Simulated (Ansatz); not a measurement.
Nudged elastic band run: C2H7BOSi

The input (input.yaml):

```yaml
crystal:
  periodic: [false, false, false]
  atoms:
    - { symbol: C, position_ang: [-1.35598, -0.143322, -0.653323] }
    - { symbol: C, position_ang: [0.045051, 0.213328, -0.199945] }
    - { symbol: Si, position_ang: [0.788742, -0.7566, 1.24491] }
    - { symbol: B, position_ang: [0.906588, 1.185256, -1.01139] }
    - { symbol: O, position_ang: [0.248044, 1.746954, -0.009877] }
    - { symbol: H, position_ang: [-2.090684, -0.055044, 0.165957] }
    - { symbol: H, position_ang: [-1.374296, -1.188541, -1.005864] }
    - { symbol: H, position_ang: [-1.698508, 0.493448, -1.484512] }
    - { symbol: H, position_ang: [0.83723, -2.205052, 0.883415] }
    - { symbol: H, position_ang: [-0.04214, -0.602644, 2.47671] }
    - { symbol: H, position_ang: [2.170256, -0.268275, 1.517118] }
    - { symbol: H, position_ang: [1.642697, 1.525392, -1.889301] }
basis:
  gaussian: { orbitals: def2-SVP }
hamiltonian:
  xc: b3lyp
neb:
  order_check: false
  images: 5
  f_tol: 0.03
  max_iterations: 60
  initial_path: idpp
  final_atoms:
    - { symbol: C, position_ang: [-1.20454196, -0.32680664, -0.85438363] }
    - { symbol: C, position_ang: [0.02191744, 0.24069745, -0.16904063] }
    - { symbol: Si, position_ang: [0.77470047, -0.73793974, 1.26482926] }
    - { symbol: B, position_ang: [0.74794663, 1.45857734, -0.74773735] }
    - { symbol: O, position_ang: [-0.1332158, 1.74749085, 0.19708989] }
    - { symbol: H, position_ang: [-2.03326002, -0.49667798, -0.14509576] }
    - { symbol: H, position_ang: [-0.95432599, -1.29853164, -1.31284759] }
    - { symbol: H, position_ang: [-1.57513732, 0.33256627, -1.65540101] }
    - { symbol: H, position_ang: [-0.2108782, -0.9038407, 2.37461503] }
    - { symbol: H, position_ang: [1.97862747, -0.02618065, 1.77837762] }
    - { symbol: H, position_ang: [1.1698174, -2.09178553, 0.77449186] }
    - { symbol: H, position_ang: [1.49534986, 2.04733096, -1.47099968] }
```

Launched with:

```bash
$ ansatz run input.yaml --threads 2 --pin off --max-ram 3072MiB --backend cpu --events-out ev --progress --plain --runs-dir out
```

Output, in part (warnings, iteration lines, the closing report on the highest movable image, with atoms numbered from 0):

```
NEB end point (image 0): max|allowed force component| = 9.018e-3 eV/Å (the criterion of neb.relax_end_points is 1.000e-2)
NEB end point (image 6): max|allowed force component| = 1.166e-2 eV/Å (the criterion of neb.relax_end_points is 1.000e-2)
NEB iter   1: max|band force component| = 7.905e-1 eV/Å  barrier→ = 0.1397 eV  barrier← = 0.1396 eV  Δτ_max = 0.1536 Å  (192 SCF iters)
NEB iter   2: max|band force component| = 1.577e-1 eV/Å  barrier→ = 0.0789 eV  barrier← = 0.0788 eV  CI = image 3  Δτ_max = 0.0283 Å  (153 SCF iters)
NEB iter   3: max|band force component| = 8.438e-2 eV/Å  barrier→ = 0.0738 eV  barrier← = 0.0737 eV  CI = image 3  Δτ_max = 0.0088 Å  (150 SCF iters)
NEB iter   4: max|band force component| = 3.931e-2 eV/Å  barrier→ = 0.0733 eV  barrier← = 0.0733 eV  CI = image 3  Δτ_max = 0.0145 Å  (118 SCF iters)
NEB iter   5: max|band force component| = 1.339e-2 eV/Å  barrier→ = 0.0732 eV  barrier← = 0.0731 eV  CI = image 3  Δτ_max = 0.0000 Å  (256 SCF iters)
Total energy: -12783.06089409 eV, -469.7688231878 hartree
Atom 0 at    -1.041520    -0.429724    -1.014132 Å, force     0.006310    -0.012207     0.003320 eV/Å
Atom 1 at     0.002222     0.255308    -0.154284 Å, force     0.003274     0.000458     0.011473 eV/Å
Atom 2 at     0.724492    -0.709602     1.319405 Å, force    -0.010973     0.007209    -0.005804 eV/Å
Atom 3 at     0.611149     1.589457    -0.592292 Å, force    -0.006374     0.003748    -0.010705 eV/Å
Atom 4 at    -0.404672     1.703916     0.247404 Å, force     0.008248    -0.006275     0.003612 eV/Å
Atom 5 at    -1.919500    -0.748814    -0.426196 Å, force    -0.000949     0.001949     0.000404 eV/Å
Atom 6 at    -0.605714    -1.334980    -1.470186 Å, force    -0.000446     0.001323    -0.002119 eV/Å
Atom 7 at    -1.395363     0.217407    -1.832093 Å, force    -0.001723     0.004531    -0.004025 eV/Å
Atom 8 at     0.092472    -2.060451     1.398499 Å, force    -0.000454    -0.004049     0.000201 eV/Å
Atom 9 at     0.462758     0.040127     2.580458 Å, force     0.001744     0.000387     0.004411 eV/Å
Atom 10 at     2.199346    -0.890333     1.167982 Å, force    -0.000479     0.000877    -0.002027 eV/Å
Atom 11 at     1.351330     2.312589    -1.190668 Å, force     0.001821     0.002050     0.001259 eV/Å
Dipole moment:     0.066894    -0.183630    -0.215548 e Å
```

The run converged. A vibrational analysis at the climbing image gives one clearly imaginary mode, 129i cm⁻¹: a first-order saddle point.

Final band (atoms are numbered from 1 in the order of the input):

```csv
image,path coordinate (Å),energy (eV),dihedral O5–C2–Si3–H10 (°)
0,0.00,0.000,73
1,0.75,0.017,53
2,1.50,0.054,33
3,2.25,0.073,12
4,3.00,0.054,-8
5,3.76,0.017,-29
6,4.51,0.000,-48
```

Run time: 84 s on 2 threads of Arm Neoverse V1 (shared host), peak memory 0.24 GiB.
